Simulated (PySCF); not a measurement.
Ionisation energy of As²⁸⁺ by level of theory

As²⁸⁺ [He] 2s2 2p1 [2p1/2^1, M_J = 1/2] → As²⁹⁺ [He] 2s2, as a difference of total energies. Calculation: PySCF 2.14, in an even-tempered Gaussian basis (17 s from 9.7 bohr⁻², ratio 2.4; 11 p from 13 bohr⁻², ratio 2.4; 5 d from 42 bohr⁻², ratio 2.6; 4 f from 63 bohr⁻², ratio 2.6); the two-component X2C-1e Hamiltonian. Correlated levels: nothing frozen; the 28 highest virtual spinors dropped. "Screened" scales the spin-orbit matrix elements by Boettger's factors to mimic the two-electron term; Breit and QED terms are absent.

| method | ionisation energy (eV) |
| --- | --- |
| GHF (spin-free) | 3064.0 |
| GMP2 (spin-free) | 3063.3 |
| GHF (screened spin-orbit) | 3093.3 |
| GMP2 (screened spin-orbit) | 3092.3 |

For this ion Breit and QED terms and the two-electron picture change, all absent here, outweigh the correlation shift from GHF to GMP2.

The spin-free rows lack the spin-orbit shift.

For comparison: 3088.1 ± 1.9 eV (semi-empirical (NIST evaluation); NIST Atomic Spectra Database, ionization energies).
